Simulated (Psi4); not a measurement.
Interaction energy of N2 ··· CH5N (SMILES N#N and CN). Monomers: optimised at B3LYP-D3(BJ) (def2-TZVP), held rigid. Orientation: a random orientation, not optimised. Only R, the distance of the centres of mass, is varied, so the lowest point isn't the relaxed dimer.

Geometry at R = 3.49 Å (first 2 atoms: monomer A):
```
9

N      0.5455     0.0000     0.0000
N     -0.5455     0.0000     0.0000
C      0.0675     0.2156    -3.4867
N      0.7623    -1.0702    -3.4378
H      0.7817     1.0172    -3.2917
H     -0.7642     0.3249    -2.7770
H     -0.3272     0.3724    -4.4918
H      0.1222    -1.8316    -3.6283
H      1.1495    -1.2342    -2.5164
```

- PBE/def2-TZVP, counterpoise-corrected (Psi4)
- PBE-D3(BJ)/def2-TZVP, counterpoise-corrected (Psi4)
- wB97X-D/def2-TZVP, counterpoise-corrected (Psi4)

Interaction energies in kcal/mol; the last columns give the difference from wB97X-D:

| R / Å | PBE/def2-TZVP | PBE-D3(BJ)/def2-TZVP | wB97X-D/def2-TZVP | PBE/def2-TZVP − wB97X-D/def2-TZVP | PBE-D3(BJ)/def2-TZVP − wB97X-D/def2-TZVP |
|---|---|---|---|---|---|
| 2.91 | 3.43 | 2.10 | 3.17 | 0.26 | -1.07 |
| 3.10 | 1.48 | 0.31 | 1.04 | 0.43 | -0.74 |
| 3.29 | 0.50 | -0.52 | 0.05 | 0.45 | -0.57 |
| 3.49 | 0.02 | -0.84 | -0.36 | 0.39 | -0.47 |
| 3.66 | -0.15 | -0.88 | -0.47 | 0.32 | -0.41 |
| 3.90 | -0.22 | -0.79 | -0.46 | 0.24 | -0.33 |
| 4.22 | -0.18 | -0.58 | -0.37 | 0.19 | -0.21 |
| 4.49 | -0.12 | -0.42 | -0.29 | 0.16 | -0.13 |
| 5.02 | -0.04 | -0.20 | -0.15 | 0.11 | -0.05 |
| 5.66 | 0.00 | -0.08 | -0.06 | 0.06 | -0.02 |
| 6.66 | 0.01 | -0.02 | -0.02 | 0.03 | 0.00 |
| 8.02 | 0.01 | 0.00 | 0.00 | 0.01 | 0.00 |

PBE/def2-TZVP is furthest from wB97X-D/def2-TZVP at 3.29 (0.45 kcal/mol, above); its mean absolute difference over the points is 0.22 kcal/mol.

PBE-D3(BJ)/def2-TZVP is furthest from wB97X-D/def2-TZVP at 2.91 (-1.07 kcal/mol, below); its mean absolute difference over the points is 0.33 kcal/mol.
